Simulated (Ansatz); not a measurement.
Start from `O[SiH2]S[Si](F)(Cl)Cl` and change one atom or group to get `F[Si](S)(Cl)Cl`.

Ansatz, PBE0-D4/def2-TZVP geometries, multiplicity 1. Each molecule was computed in one conformer, which needn't be the lowest.

| property | `O[SiH2]S[Si](F)(Cl)Cl` |
| --- | --- |
| HOMO energy (ωB97M-V/def2-TZVPP) / eV | -10.44 |
| HOMO–LUMO gap (B3LYP/def2-TZVPP) / eV | 7.43 |
| LUMO energy (ωB97M-V/def2-TZVPP) / eV | 1.58 |
| size of the dipole moment (PBE/def2-TZVPP) / D | 0.55 |
| size of the dipole moment (ωB97M-V/def2-TZVPP) / D | 0.56 |
| size of the dipole moment (B3LYP/def2-TZVPP) / D | 0.56 |

**Question.** What does the change do to each property? (Estimate.)

**Answer.** Computed: 
```
                                          property  `F[Si](S)(Cl)Cl`  shift
             HOMO energy (ωB97M-V/def2-TZVPP) / eV            -10.54  -0.10
             HOMO–LUMO gap (B3LYP/def2-TZVPP) / eV              7.55   0.12
             LUMO energy (ωB97M-V/def2-TZVPP) / eV              1.81   0.23
    size of the dipole moment (PBE/def2-TZVPP) / D              1.12   0.57
size of the dipole moment (ωB97M-V/def2-TZVPP) / D              1.16   0.60
  size of the dipole moment (B3LYP/def2-TZVPP) / D              1.17   0.61
```

With PBE0 the HOMO falls by 0.06 eV and the LUMO rises by 0.08 eV, so the gap widens by about 0.14 eV. PBE moves the HOMO by -0.03 eV and ωB97M-V by -0.10 eV. Dipoles are sizes alone; their direction can turn.

B3LYP here is the variant with VWN-RPA as its local correlation; programs differ in this.
